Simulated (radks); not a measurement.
Xe32+, configuration [Ar] 3d4.

Calculated with a radial shooting solver on a logarithmic mesh with Libxc functionals: scalar-relativistic Kohn-Sham, exchange-only LDA, spin-polarised, spherical densities, point nucleus; open shells are filled with parallel spins first (spin-orbit coupling, left out, can overturn this in heavy ions).

Energy parts (hartree):
| part | energy |
|---|---|
| total | -6732.18760 |
| kinetic | 7114.00675 |
| electron-nucleus | -15027.65404 |
| Hartree | 1308.59430 |
| exchange | -127.13461 |

Orbitals (lengths in bohr, moments of r in powers of bohr):
[
 {"orbital": "1s up", "occ.": "1", "eigenvalue (hartree)": "-1316.976", "<r>": "0.02668"},
 {"orbital": "1s down", "occ.": "1", "eigenvalue (hartree)": "-1316.961", "<r>": "0.02668"},
 {"orbital": "2s up", "occ.": "1", "eigenvalue (hartree)": "-250.5923", "<r>": "0.1141"},
 {"orbital": "2s down", "occ.": "1", "eigenvalue (hartree)": "-250.0589", "<r>": "0.1140"},
 {"orbital": "2p up", "occ.": "3", "eigenvalue (hartree)": "-230.7859", "<r>": "0.09974"},
 {"orbital": "2p down", "occ.": "3", "eigenvalue (hartree)": "-230.3700", "<r>": "0.09958"},
 {"orbital": "3s up", "occ.": "1", "eigenvalue (hartree)": "-87.22691", "<r>": "0.2885"},
 {"orbital": "3s down", "occ.": "1", "eigenvalue (hartree)": "-86.63628", "<r>": "0.2893"},
 {"orbital": "3p up", "occ.": "3", "eigenvalue (hartree)": "-80.91857", "<r>": "0.2823"},
 {"orbital": "3p down", "occ.": "3", "eigenvalue (hartree)": "-80.31280", "<r>": "0.2833"},
 {"orbital": "3d up", "occ.": "4", "eigenvalue (hartree)": "-72.58954", "<r>": "0.2525"},
 {"orbital": "3d down", "occ.": "0", "eigenvalue (hartree)": "-71.85676", "<r>": "0.2535"}
]

The highest occupied level is 3d up at -1975.3 eV. The density falls to 0.001 e/bohr^3 at r = 0.87 bohr.
